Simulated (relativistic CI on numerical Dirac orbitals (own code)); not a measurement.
Ru5+ (4d3) in a crystal field

Calculated by Dirac-Coulomb-Breit CI, KLI orbitals optimised for each configuration, model QED (radiative potential, 1s self-energy scaled to tabulated hydrogen-like ionisation energies), one configuration in a parametric crystal field, unscaled Slater integrals (own radial code). With so little scaling, terms lie 10 to 35 % too far apart, which can change the order of excited levels.

Field parameters in Wybourne normalisation: D3d B²₀ = −7Dσ, B⁴₀ = −14Dq − 21Dτ, B⁴₃ = −14√(10/7) Dq. The field is a parameter set, without covalency.

S is read from ⟨S²⟩ = S(S + 1).

Levels (cm⁻¹, degeneracy): 0 (2), 17 (2), 19750 (2), 19762 (2), 20374 (2), 20516 (2), 20987 (2), 30955 (2), 31780 (2), 32101 (2), 39649 (2), 39963 (2).

Which field gives this pattern?
A. D3d, 10Dq = 39050, Dσ = -980, Dτ = 250 cm⁻¹
B. D3d, 10Dq = 39050, Dσ = -760, Dτ = 250 cm⁻¹
C. D3d, 10Dq = 39050, Dσ = -110, Dτ = 250 cm⁻¹
D. D3d, 10Dq = 39050, Dσ = 1200, Dτ = 250 cm⁻¹

B. D3d, 10Dq = 39050, Dσ = -760, Dτ = 250 cm⁻¹, ground level with S = 1.50.
